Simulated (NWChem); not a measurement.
Program: NWChem. System: C₂F₃, charge 1, spin multiplicity 3, at the geometry of a parent with another charge or spin, in a state set for the comparison that need not be this species' ground state. Its SCF solution wasn't tested for a lower state. Level: UHF/def2-SVPD.

Job file:

```
start mol
memory heap 200 mb stack 900 mb global 1100 mb
charge 1
geometry units angstroms nocenter noautoz
  F     -0.081625     1.946434     0.000000
  C      0.550738     0.816067     0.000000
  C      0.081118    -0.418287     0.000000
  F     -1.194018    -0.737603     0.000000
  F      0.854405    -1.474016     0.000000
  symmetry group Cs
end
basis spherical
  * library def2-svpd
end
scf
  uhf
  nopen 2
  maxiter 100
  thresh 1e-7
  semidirect memsize 60000000 filesize 0
  # guess.movecs holds the orbitals of an unrestricted PBE0 run
  vectors input guess.movecs output mol.movecs
end
task scf energy
```

NWChem printed:

```
             Northwest Computational Chemistry Package (NWChem) 7.3.0
             --------------------------------------------------------

                                NWChem Input Module
                                -------------------

 Scaling coordinates for geometry "geometry" by  1.889725989
 (inverse scale =  0.529177249)

 Turning off AUTOSYM since
 SYMMETRY directive was detected!

                             Geometry "geometry" -> ""
                             -------------------------

 Output coordinates in angstroms (scale by  1.889725989 to convert to a.u.)

  No.       Tag          Charge          X              Y              Z
 ---- ---------------- ---------- -------------- -------------- --------------
    1 F                    9.0000    -0.08162500     1.94643400     0.00000000
    2 C                    6.0000     0.55073800     0.81606700     0.00000000
    3 C                    6.0000     0.08111800    -0.41828700     0.00000000
    4 F                    9.0000    -1.19401800    -0.73760300     0.00000000
    5 F                    9.0000     0.85440500    -1.47401600     0.00000000

 Effective nuclear repulsion energy (a.u.)     163.2495484046

            Nuclear Dipole moment (a.u.)
            ----------------------------
        X                 Y               Z
 ---------------- ---------------- ----------------
    -0.0000113384     0.0000283459     0.0000000000

      Symmetry information
      --------------------

 Group name             Cs
 Group number              2
 Group order               2
 No. of unique centers     5

      Symmetry unique atoms

     1    2    3    4    5


 Summary of "ao basis" -> "" (spherical)
 ------------------------------------------------------------------------------
       Tag                 Description            Shells   Functions and Types
 ---------------- ------------------------------  ------  ---------------------
 *                         def2-svpd                  on all atoms

 Summary of "ao basis" -> "ao basis" (spherical)
 ------------------------------------------------------------------------------
[...]
    67     -1.290932  4 F  s                 98     -0.489693  5 F  py
    43     -0.483670  2 C  d  2              74     -0.472730  4 F  px
    12      0.436539  1 F  py                63     -0.413776  3 C  d  2

 center of mass
 --------------
 x =  -0.00981260 y =  -0.00617652 z =   0.00000000

 moments of inertia (a.u.)
 ------------------
         477.387823564786          18.670597593809           0.000000000000
          18.670597593809         159.975493084893           0.000000000000
           0.000000000000           0.000000000000         637.363316649679

  Mulliken analysis of the total density
  --------------------------------------

    Atom       Charge   Shell Charges
 -----------   ------   -------------------------------------------------------
    1 F    9     9.43   1.99  1.15  0.82  0.08  3.29  1.95  0.12  0.01  0.02
    2 C    6     5.32   1.99  0.94  0.21 -0.02  1.78  0.36  0.08 -0.03
    3 C    6     4.28   1.99  0.94 -0.09 -0.21  1.75 -0.07  0.15 -0.18
    4 F    9     9.49   1.99  1.15  0.83  0.11  3.29  1.97  0.13  0.01  0.01
    5 F    9     9.47   1.99  1.15  0.83  0.10  3.29  1.97  0.12  0.01  0.01

  Mulliken analysis of the alpha density
  --------------------------------------

    Atom       Charge   Shell Charges
 -----------   ------   -------------------------------------------------------
    1 F    9     4.72   1.00  0.58  0.40  0.03  1.70  0.96  0.05  0.01  0.00
    2 C    6     3.49   0.99  0.56  0.18  0.00  1.33  0.37  0.05 -0.01
    3 C    6     2.28   0.99  0.48 -0.04 -0.12  0.98  0.01  0.09 -0.11
    4 F    9     4.77   1.00  0.58  0.41  0.05  1.68  0.98  0.06  0.01  0.00
    5 F    9     4.75   1.00  0.58  0.41  0.05  1.67  0.98  0.06  0.01  0.00

   Mulliken analysis of the beta density
   -------------------------------------

    Atom       Charge   Shell Charges
 -----------   ------   -------------------------------------------------------
    1 F    9     4.71   1.00  0.57  0.41  0.05  1.59  1.00  0.07  0.01  0.02
    2 C    6     1.84   0.99  0.37  0.03 -0.02  0.45 -0.01  0.04 -0.02
    3 C    6     2.00   0.99  0.46 -0.05 -0.09  0.77 -0.08  0.07 -0.07
    4 F    9     4.72   1.00  0.57  0.42  0.06  1.61  0.99  0.07  0.01  0.01
    5 F    9     4.73   1.00  0.57  0.41  0.05  1.62  0.99  0.06  0.01  0.01

   Mulliken analysis of the spin density
   -------------------------------------

    Atom       Charge   Shell Charges
 -----------   ------   -------------------------------------------------------
    1 F    9     0.02   0.00  0.01 -0.01 -0.01  0.11 -0.04 -0.03  0.00 -0.02
    2 C    6     1.65   0.00  0.19  0.15  0.02  0.89  0.38  0.01  0.01
    3 C    6     0.27  -0.00  0.01  0.01 -0.03  0.22  0.09  0.02 -0.04
    4 F    9     0.05   0.00  0.01 -0.00 -0.00  0.07 -0.01 -0.01 -0.00 -0.01
    5 F    9     0.02  -0.00  0.00 -0.00 -0.00  0.05 -0.01 -0.01 -0.00 -0.01

       Multipole analysis of the density wrt the origin
       ------------------------------------------------

     L   x y z        total         alpha         beta         nuclear
     -   - - -        -----         -----         ----         -------
     0   0 0 0      1.000000    -20.000000    -18.000000     39.000000

     1   1 0 0      0.578751     -0.805824      1.384587     -0.000011
     1   0 1 0      0.299972     -0.934215      1.234158      0.000028
     1   0 0 1      0.000000      0.000000      0.000000      0.000000

     2   2 0 0    -16.414181    -48.992571    -43.558490     76.136879
     2   1 1 0      0.842812      2.985536      6.231802     -8.374526
     2   1 0 1      0.000000     -0.000000      0.000000      0.000000
     2   0 2 0    -15.114687   -124.148180   -118.064971    227.098465
     2   0 1 1      0.000000      0.000000      0.000000      0.000000
     2   0 0 2    -16.154494     -9.176177     -6.978317      0.000000

 Task  times  cpu:        5.5s     wall:        5.5s

 Total times  cpu:        5.5s     wall:        5.5s
```
